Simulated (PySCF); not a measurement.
Ionisation energy of Nd²⁸⁺ by level of theory

Nd²⁸⁺ [Ar] 3d10 4s2 4p2 [4p1/2^2, M_J = 0] → Nd²⁹⁺ [Ar] 3d10 4s2 4p1 [4p1/2^1, M_J = 1/2], as a difference of total energies. Computed with PySCF 2.14 in an uncontracted even-tempered set (17 s from 2.4 bohr⁻², ratio 2.8; 13 p from 3.1 bohr⁻², ratio 2.8; 8 d from 5.6 bohr⁻², ratio 2.8; 4 f from 15 bohr⁻², ratio 3), with the two-component X2C-1e Hamiltonian. Correlated levels: [Ne] frozen; the 74 highest virtual spinors dropped. "Screened" scales the spin-orbit matrix elements by Boettger's factors to mimic the two-electron term; Breit and QED terms are absent.

| method | ionisation energy (eV) |
| --- | --- |
| GHF (spin-free) | 1027.1 |
| GMP2 (spin-free) | 1028.2 |
| GHF (screened spin-orbit) | 1044.3 |
| GMP2 (screened spin-orbit) | 1046.0 |

Breit and QED terms and the two-electron picture change are absent.

The spin-free rows relax to the high-spin LS determinant and lack the spin-orbit shift.

The labels give the starting determinants; with spin-orbit coupling the two ends relaxed to ⟨J²⟩ = 0.00, ⟨L²⟩ = 1.35, ⟨S²⟩ = 1.35 and ⟨J²⟩ = 0.75, ⟨L²⟩ = 2.03, ⟨S²⟩ = 0.77.

For comparison: 1049 ± 4 eV (theoretical estimate listed by NIST; NIST Atomic Spectra Database, ionization energies).
